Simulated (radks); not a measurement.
Values are calculated unless marked as measured or tabulated.
Valence configurations of Rb I (all share [Kr]). Level of theory: scalar-relativistic Kohn-Sham, BLYP, spin-polarised, spherical densities, finite nucleus; open shells are filled with parallel spins first (spin-orbit coupling, left out, can overturn this in heavy ions); Fermi nuclear charge, rms radius 4.2036 fm (a radial shooting solver on a logarithmic mesh with Libxc functionals). Energies are relative to 5s1; eigenvalues in eV for spin up.

| valence | E (eV) | moment (Bohr magnetons) | e(4d) | e(5p) | e(5s) |
|---|---|---|---|---|---|
| 5s1 | 0.000 | 1 | - | - | -2.319 |
| 5s0.5 5p0.5 | 0.805 | 1 | - | -1.042 | -2.677 |
| 5p1 | 1.632 | 1 | - | -1.308 | - |
| 4d0.5 5p0.5 | 1.998 | 1 | -0.538 | -1.266 | - |
| 4d1 | 2.357 | 1 | -0.547 | - | - |

NIST lists [Kr] 5s1 as the ground configuration; this level of theory agrees among the configurations tried. The energies are those of spherical high-spin densities, not of single terms.
